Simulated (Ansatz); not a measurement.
`[SiH3][O][GaH][Br]` at its PBE0-D4/def2-TZVP geometry, where that method's forces vanish. Charge 0, multiplicity 1.

```xyz
8

Si   -0.2909    1.3513   -0.0545
O    -0.0554   -0.1000   -0.7800
Ga    0.3418   -1.7496   -0.2848
Br    0.6221   -2.0337    1.9621
H    -1.4090    1.2827    0.9246
H     0.9372    1.7953    0.6584
H    -0.6266    2.3419   -1.1085
H     0.4807   -2.8879   -1.3173
```

What forces (eV/Å) does PBE-D4/def2-TZVPP give on these atoms in Ansatz? (Best estimate.)

The calculation gave: 
```
Si1 -0.046  0.323  0.214
O2  -0.031 -0.055 -0.433
Ga3  0.070 -0.347 -0.028
Br4  0.032 -0.033  0.249
H5  -0.121  0.007  0.106
H6   0.127  0.060  0.078
H7  -0.036  0.100 -0.118
H8   0.005 -0.055 -0.067
```
